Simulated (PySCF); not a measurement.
# Radial density of Mn (manganese, neutral)

LDA, [Ar] 3d5 4s2, high-spin 6S determinant. All numbers are calculated (PySCF 2.14, no relativity, point nucleus, in cc-pVDZ).

```json
{"r (bohr)": "0.00108", "4πr²ρ (e/bohr)": "0.1475", "4πr²(ρα − ρβ)": "0.0000"}
{"r (bohr)": "0.00182", "4πr²ρ (e/bohr)": "0.4020", "4πr²(ρα − ρβ)": "0.0001"}
{"r (bohr)": "0.00306", "4πr²ρ (e/bohr)": "1.069", "4πr²(ρα − ρβ)": "0.0001"}
{"r (bohr)": "0.00515", "4πr²ρ (e/bohr)": "2.724", "4πr²(ρα − ρβ)": "0.0003"}
{"r (bohr)": "0.00867", "4πr²ρ (e/bohr)": "6.468", "4πr²(ρα − ρβ)": "0.0008"}
{"r (bohr)": "0.0146", "4πr²ρ (e/bohr)": "13.64", "4πr²(ρα − ρβ)": "0.0017"}
{"r (bohr)": "0.0245", "4πr²ρ (e/bohr)": "23.61", "4πr²(ρα − ρβ)": "0.0028"}
{"r (bohr)": "0.0413", "4πr²ρ (e/bohr)": "29.85", "4πr²(ρα − ρβ)": "0.0033"}
{"r (bohr)": "0.0694", "4πr²ρ (e/bohr)": "25.53", "4πr²(ρα − ρβ)": "0.0056"}
{"r (bohr)": "0.117", "4πr²ρ (e/bohr)": "24.58", "4πr²(ρα − ρβ)": "0.0428"}
{"r (bohr)": "0.196", "4πr²ρ (e/bohr)": "33.09", "4πr²(ρα − ρβ)": "0.2863"}
{"r (bohr)": "0.330", "4πr²ρ (e/bohr)": "18.88", "4πr²(ρα − ρβ)": "1.3529"}
{"r (bohr)": "0.555", "4πr²ρ (e/bohr)": "12.56", "4πr²(ρα − ρβ)": "3.5233"}
{"r (bohr)": "0.934", "4πr²ρ (e/bohr)": "12.79", "4πr²(ρα − ρβ)": "3.8883"}
{"r (bohr)": "1.57", "4πr²ρ (e/bohr)": "3.476", "4πr²(ρα − ρβ)": "1.7337"}
{"r (bohr)": "2.64", "4πr²ρ (e/bohr)": "1.060", "4πr²(ρα − ρβ)": "0.3186"}
{"r (bohr)": "4.45", "4πr²ρ (e/bohr)": "0.2932", "4πr²(ρα − ρβ)": "-0.0098"}
{"r (bohr)": "7.48", "4πr²ρ (e/bohr)": "0.01380", "4πr²(ρα − ρβ)": "-0.0041"}
{"r (bohr)": "12.6", "4πr²ρ (e/bohr)": "3.324e-05", "4πr²(ρα − ρβ)": "0.0000"}
```

Task: Where is the radial spin density 4πr²(ρα − ρβ) most negative, and why is it negative at all?

Result: Around r = 4.45 bohr, down to -0.0098 e/bohr: exchange with the open shell polarises the paired shells in an unrestricted calculation.
